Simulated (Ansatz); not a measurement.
The same path of F2H2O2Zr + H3P (11 atoms, charge 0, multiplicity 1) was run twice with different band settings. Lost on the way: P8–H11. Made: Zr1–P8, F2–H11.

Level of theory: Ansatz 0.2.0, RHF/def2-SVP.

Relaxed end points:

```xyz
11
Properties=species:S:1:pos:R:3
Zr -0.452 0.154 -0.137
F -0.215 0.272 1.766
F 1.282 0.052 -0.959
O -1.345 1.732 -0.754
H -1.817 2.479 -1.074
O -1.452 -1.424 -0.559
H -1.975 -2.172 -0.785
P 2.409 -3.079 1.710
H 1.231 -3.614 1.139
H 2.720 -2.244 0.615
H 1.753 -2.078 2.461
```

```xyz
11
Properties=species:S:1:pos:R:3
Zr -0.054 -0.696 -0.385
F -0.756 -0.582 2.114
F 0.666 -0.887 -2.146
O -0.110 1.201 -0.129
H -0.263 2.122 -0.022
O -1.658 -1.742 -0.435
H -2.505 -2.147 -0.473
P 1.863 -1.860 1.169
H 1.992 -3.108 0.522
H 3.025 -1.253 0.647
H -0.060 -0.971 2.562
```

Common settings: spring 5.0 eV/Å²; optimiser quadratic models (default); start path through a guess of the saddle point; force threshold 0.05 eV/Å; iteration limit 60; end points relaxed.

| run | movable images | climbing image |
| --- | --- | --- |
| 1 | 7 | yes |
| 2 | 1 | no |

(1) What does each run give, and how far can it be trusted?

Answers

(1) Run 1: converged after 51 iterations, highest image 2.187 eV above the first end. Neighbouring images differ by up to 1.9 eV, so the band resolves the path poorly. A vibrational analysis at the climbing image gives one clearly imaginary mode, 1387i cm⁻¹: a first-order saddle point.
Run 2: converged after 21 iterations, highest image 2.070 eV above the first end. Neighbouring images differ by up to 2.1 eV, so the band resolves the path poorly. No image climbed, so the highest image needn't sit at the top of the path. So few images can step over the top or miss a turn of the path.
The orbitals stay closed-shell, which can raise the energy where a bond breaks towards radicals; this wasn't checked here.
